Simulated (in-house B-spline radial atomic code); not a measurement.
A run on Sr IV (Sr3+) (an excited or competing configuration) that did not converge. Method: scalar-relativistic (X2C) wB97X, spin-polarised, spherical fractional occupations, Fermi nucleus of rms radius 4.224 fm; computed with an all-electron radial atomic-structure program (B-spline basis).

Command:
```bash
python run_scf.py task.json out
```
Settings (nuclear radius in fm, mass in u):
```
Z                38
configuration    [Ne] 3s2 3p5 3d10 4s2 4p5 5d1
hamiltonian      x2c
method           wb97x
spin_polarised   True
nucleus          fermi
rms_radius       4.224
atomic_mass      87.90561
speed_of_light   137.035999084
```

First and last ten iterations of the last attempt (damped for 15 steps, keeping 80 % of the old Fock matrix, then DIIS):
```
 iter        energy (Eh)    residual
    1       -3162.013713    4.29e-01
    2       -3165.187853    2.42e-01
    3       -3165.737696    1.61e-01
    4       -3165.995104    1.06e-01
    5       -3166.114690    6.92e-02
    6       -3166.170603    4.81e-02
    7       -3166.196613    3.60e-02
    8       -3166.208525    2.71e-02
    9       -3166.214195    2.06e-02
   10       -3166.216973    1.58e-02
  111       -3166.220067    2.66e-06
  112       -3166.220067    3.56e-06
  113       -3166.220067    2.55e-06
  114       -3166.220067    1.91e-06
  115       -3166.220067    1.86e-06
  116       -3166.220067    2.84e-06
  117       -3166.220067    2.95e-06
  118       -3166.220067    2.20e-06
  119       -3166.220067    3.55e-06
  120       -3166.220067    3.59e-06
 not converged after 120 iterations
```

The smallest residual met was 8.5e-07; the threshold is about 4e-07. Over the last five steps the energy moves by less than 1e-08 hartree, but the orbitals didn't meet the threshold. Time taken, with all properties: 17 s on 1 thread of Arm Neoverse V1, on a shared host.
